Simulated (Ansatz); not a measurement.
`FC1(F)N[SiH2]1` + H₂O → `OC1(F)N[SiH2]1` + H–F at 600 K and 1 bar (formal hydrolysis of a C–F bond).

Isolated molecules relaxed with PBE0-D4/def2-TZVP in Ansatz; ΔE leaves out vibrations. CCSD(T)/CBS adds triple-zeta CCSD(T) − MP2 to the extrapolated MP2 energy (def2 sets, frozen cores). This one scheme is used for every species. One conformer a species, not always the lowest.

| species | CCSD(T)/CBS energy (Eh) | H − E (kJ/mol) | S (J/(mol·K)) |
| --- | --- | --- | --- |
| `FC1(F)N[SiH2]1` | -583.17434 | 164.2 | 392.6 |
| H₂O | -76.37941 | 76.8 | 212.8 |
| `OC1(F)N[SiH2]1` | -559.15892 | 200.0 | 399.1 |
| H–F | -100.39570 | 42.3 | 194.0 |

H − E and S are ideal-gas, rigid-rotor, harmonic terms from PBE0-D4/def2-TZVP, for one conformer and one mirror image of each species. 1 Eh = 2625.50 kJ/mol, R = 8.31446 J/(mol·K).

**Question.** By hand: ΔE, ΔH, ΔS and ΔG.

**Answer.** ΔE = (-559.15892) + (-100.39570) − (-583.17434) − (-76.37941) = -0.00087 Eh = -2.3 kJ/mol. Δ(H − E) = 200.0 + 42.3 − 164.2 − 76.8 = 1.3, so ΔH = -1.0 kJ/mol. ΔS = 399.1 + 194.0 − 392.6 − 212.8 = -12.3 J/(mol·K). ΔG = -1.0 − 600 × (-12.3)/1000 = 6.4 kJ/mol.

**Question.** By hand: the equilibrium constant, and the temperature at which ΔG would vanish if ΔH and ΔS stayed fixed.

**Answer.** log₁₀ K = −ΔG/(RT ln 10) = -0.6. ΔG = 0 at ΔH/ΔS = 81 K, though so small a ΔH makes that figure unsure.

TΔS isn't small against ΔH here. A doubt of 5 kJ/mol in ΔE shifts log₁₀ K by 0.4 here. Other conformers and mirror images would add mixing entropy, several J/(mol·K) or more a flexible species. These are equilibria of isolated gas molecules and say nothing of rates. Largest T1 diagnostic: 0.013 (customary marks: 0.02 for closed shells, 0.045 for open ones).
